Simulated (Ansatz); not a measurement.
Al₅Sb₅H₁₈⁻, a cluster cut from zinc blende AlSb (hydrogen-capped). Charge -1, multiplicity 2. Geometry PBE-D4/def2-SVP, that of the neutral singlet; atoms count from 1.

```xyz
28

Al   -2.463    1.545    2.215
Al   -4.514    0.103   -2.040
Al    2.046    1.155    2.799
Al    4.835   -0.699   -0.832
Al    0.248    0.835   -1.368
Sb   -0.116    0.549    1.260
Sb   -1.865   -0.431   -2.486
Sb   -4.267    0.183    0.670
Sb    2.333   -0.789   -1.944
Sb    3.928   -0.521    1.729
H    -2.666    1.048    3.724
H    -2.556    3.070    1.733
H    -5.364   -1.168   -2.511
H    -4.729    1.604   -2.555
H     1.775    0.662    4.299
H     2.511    2.634    2.393
H     5.548   -2.106   -1.101
H     5.423    0.732   -1.243
H     0.447    2.315   -1.931
H    -0.278   -1.159    1.373
H    -1.597   -2.067   -2.046
H    -1.544   -0.644   -4.160
H    -4.229   -1.458    1.170
H    -5.848    0.504    1.259
H     1.693   -2.348   -1.627
H     2.416   -0.976   -3.650
H     3.493   -2.121    2.170
H     5.340   -0.453    2.704
```

In the def2 sets Sb takes a core potential; there is no spin–orbit coupling. The highest occupied level of the charge -1 doublet lies above zero (up to 0.55 eV). By energy differences its removal costs 1.01 eV (vertical, to the charge 0 singlet, at PBE-D4/def2-SVP); self-interaction error and the lack of diffuse functions both raise the level.

(1) Estimate the Mulliken populations from the PBE/def2-SVP orbitals of Ansatz.

(2) Where does the spin sit?

(3) And the Mayer bond orders between bonded heavy atoms (over 0.3)?

Results:

(1) 
| atom | charge (e) | spin (α − β) |
| --- | --- | --- |
| Al1 | 0.22 | 0.07 |
| Al2 | 0.23 | 0.01 |
| Al3 | 0.22 | 0.07 |
| Al4 | 0.23 | 0.01 |
| Al5 | 0.22 | 0.07 |
| Sb6 | -0.25 | 0.04 |
| Sb7 | -0.05 | 0.09 |
| Sb8 | -0.08 | 0.09 |
| Sb9 | -0.05 | 0.09 |
| Sb10 | -0.08 | 0.09 |
| H11 | -0.12 | 0.00 |
| H12 | -0.13 | 0.00 |
| H13 | -0.13 | 0.00 |
| H14 | -0.12 | 0.00 |
| H15 | -0.12 | 0.00 |
| H16 | -0.13 | 0.00 |
| H17 | -0.13 | 0.00 |
| H18 | -0.12 | 0.00 |
| H19 | -0.10 | 0.00 |
| H20 | -0.04 | 0.00 |
| H21 | -0.03 | 0.01 |
| H22 | -0.08 | 0.08 |
| H23 | -0.04 | 0.00 |
| H24 | -0.08 | 0.09 |
| H25 | -0.03 | 0.01 |
| H26 | -0.08 | 0.08 |
| H27 | -0.04 | 0.00 |
| H28 | -0.08 | 0.09 |
Mulliken values and Mayer orders depend strongly on the basis.

(2) Summed by element: Al 0.24, Sb 0.40, H 0.36, of 1 unpaired in all. Largest on single atoms: Sb10 0.09, Sb8 0.09, H24 0.09.

(3) Al1–Sb6 0.66 (2.72 Å); Al1–Sb8 0.65 (2.74 Å); Al2–Sb7 0.64 (2.74 Å); Al2–Sb8 0.70 (2.72 Å); Al3–Sb6 0.66 (2.72 Å); Al3–Sb10 0.65 (2.74 Å); Al4–Sb9 0.64 (2.74 Å); Al4–Sb10 0.70 (2.72 Å); Al5–Sb6 0.81 (2.67 Å); Al5–Sb7 0.72 (2.71 Å); Al5–Sb9 0.72 (2.70 Å).
